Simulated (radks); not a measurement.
Spin polarisation of the 4f7 shell in Gd+. Start: [Xe] 4f(up 3.5, down 3.5) 5d(up 0.5, down 0.5) 6s(up 0.5, down 0.5); electrons of 4f are moved from spin down to spin up, other shells keep equal spins. Calculated with a radial shooting solver on a logarithmic mesh with Libxc functionals: scalar-relativistic Kohn-Sham, LDA (Slater exchange, Perdew-Wang correlation), spin-polarised, spherical densities, point nucleus.

moment (Bohr magnetons) = 0: E - E(0) (eV) 0.000; e(4f up) (eV) -15.326; e(4f down) (eV) -15.326; 5d down minus up (eV) 0.000
moment (Bohr magnetons) = 1: E - E(0) (eV) -0.183; e(4f up) (eV) -15.677; e(4f down) (eV) -14.945; 5d down minus up (eV) 0.106
moment (Bohr magnetons) = 2: E - E(0) (eV) -0.732; e(4f up) (eV) -15.998; e(4f down) (eV) -14.535; 5d down minus up (eV) 0.212
moment (Bohr magnetons) = 3: E - E(0) (eV) -1.648; e(4f up) (eV) -16.288; e(4f down) (eV) -14.094; 5d down minus up (eV) 0.318
moment (Bohr magnetons) = 4: E - E(0) (eV) -2.928; e(4f up) (eV) -16.546; e(4f down) (eV) -13.622; 5d down minus up (eV) 0.426
moment (Bohr magnetons) = 5: E - E(0) (eV) -4.573; e(4f up) (eV) -16.771; e(4f down) (eV) -13.120; 5d down minus up (eV) 0.535
moment (Bohr magnetons) = 6: E - E(0) (eV) -6.581; e(4f up) (eV) -16.960; e(4f down) (eV) -12.584; 5d down minus up (eV) 0.646
moment (Bohr magnetons) = 7: E - E(0) (eV) -8.951; e(4f up) (eV) -17.111; e(4f down) (eV) -12.015; 5d down minus up (eV) 0.758

At moment 7 the spin-polarisation energy is -8.951 eV and the 4f exchange splitting 5.096 eV, that is 0.728 eV per Bohr magneton; E = -I m^2/4 would give I = 0.731 eV.
